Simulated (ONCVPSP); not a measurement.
Reading a pseudo-wave (Ru)

Columns: radius, all-electron u(r) and pseudo u(r) of the 4d shell (level -8.89 eV) of ruthenium in the configuration [Ar] 3d10 4s2 4p6 4d7 5s0.5; revPBE, non-relativistic, ONCV scheme, ONCVPSP 4.0.1.

| r (bohr) | all-electron | pseudo |
| --- | --- | --- |
| 0.095 | -0.1472 | 0.0026 |
| 0.190 | -0.3621 | 0.0198 |
| 0.285 | -0.3789 | 0.0623 |
| 0.380 | -0.2333 | 0.1348 |
| 0.475 | -0.0176 | 0.2342 |
| 0.570 | 0.2043 | 0.3517 |
| 0.665 | 0.3996 | 0.4746 |
| 0.760 | 0.5563 | 0.5900 |
| 0.855 | 0.6725 | 0.6873 |
| 0.950 | 0.7511 | 0.7600 |
| 1.045 | 0.7981 | 0.8063 |
| 1.140 | 0.8201 | 0.8283 |
| 1.235 | 0.8231 | 0.8302 |
| 1.330 | 0.8122 | 0.8174 |
| 1.425 | 0.7916 | 0.7947 |
| 1.520 | 0.7643 | 0.7658 |
| 1.615 | 0.7328 | 0.7333 |
| 1.710 | 0.6989 | 0.6990 |
| 1.805 | 0.6639 | 0.6639 |
| 1.900 | 0.6285 | 0.6285 |
| 1.995 | 0.5936 | 0.5936 |
| 2.090 | 0.5596 | 0.5596 |
| 2.185 | 0.5266 | 0.5266 |
| 2.280 | 0.4950 | 0.4950 |
| 2.375 | 0.4648 | 0.4648 |
| 2.470 | 0.4361 | 0.4361 |

Problem. How many radial nodes do the two functions have?

Solution. The all-electron 4d function has n − l − 1 = 1; the pseudo-wave has 0, since the states of the same l below it are removed with the core.

Problem. At about which radius was the pseudo-wave matched?

Solution. 1.90 bohr. The columns agree to 0.0005 from 1.61 bohr on; several derivatives are matched, so the curves merge somewhat inside the radius.

Problem. Is the pseudo-wave norm-conserving?

Solution. Yes: the ONCV scheme keeps the norm inside the radius equal to the all-electron one, which fixes the energy derivative of the logarithmic derivative at the level.
